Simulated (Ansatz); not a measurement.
A structure relaxed at PBE-D4/def2-SVP in Ansatz, charge 0, singlet:

```xyz
7

Sn    1.017   -0.462   -1.831
Sn   -2.057    0.605   -0.039
Sn    1.040   -0.144    1.870
Sn   -0.530   -1.791    0.157
Sn    0.530    1.791   -0.157
H    -1.020   -3.444    0.302
H     1.020    3.444   -0.303
```

**Question.** Give its formula.

**Answer.** the cluster Sn₅H₂.

**Question.** Summarise the bond lengths by kind (pairs closer than 1.2 times the sum of covalent radii, bridged metal pairs left out).

**Answer.** 6 × Sn–Sn 2.85 Å; 2 × H–Sn 1.73 Å.

In the def2 sets Sn takes a core potential; there is no spin–orbit coupling. The restricted singlet is unstable towards broken spin symmetry in Hartree–Fock (as tested in another run); at PBE-D4/def2-SVP this wasn't settled. The structure comes from a short search, and lower isomers may exist.
